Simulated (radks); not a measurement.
The numbers below are computed, except where a source is named.
Species: the rhodium ion Rh2+. Configuration: [Kr] 4d(up 5, down 2). Level of theory: scalar-relativistic Kohn-Sham, SCAN, spin-polarised, spherical densities, finite nucleus; meta-GGA in the generalised Kohn-Sham scheme; Fermi nuclear charge, rms radius 4.4945 fm (a radial shooting solver on a logarithmic mesh with Libxc functionals). Some entries of the table are withheld. Estimate them.

orbital  occ.  eigenvalue (eV)  <r^2> (bohr^2)
1s up       1        -23106.46        0.001439
1s down     1        -23106.45        0.001439
2s up       1        -3382.603         0.02372
2s down     1        -3382.046         0.02371
2p up       3        -3030.255         0.01870
2p down     3        -3029.813         0.01870
3s up       1        -627.7192          0.1737
3s down     1        -627.4918          0.1737
3p up       3        -510.8093          0.1766
3p down     3        -510.5158          0.1766
3d up       5              (1)          0.1640
3d down     5              (2)          0.1639
4s up       1              (3)           1.092
4s down     1              (4)           1.085
4p up       3         -74.1153           1.328
4p down     3         -71.1688           1.323
4d up       5         -27.0096           2.424
4d down     2         -24.1393           2.540

Answer. 
(1) 3d up eigenvalue (eV): -324.8879
(2) 3d down eigenvalue (eV): -324.3465
(3) 4s up eigenvalue (eV): -107.1636
(4) 4s down eigenvalue (eV): -104.3795
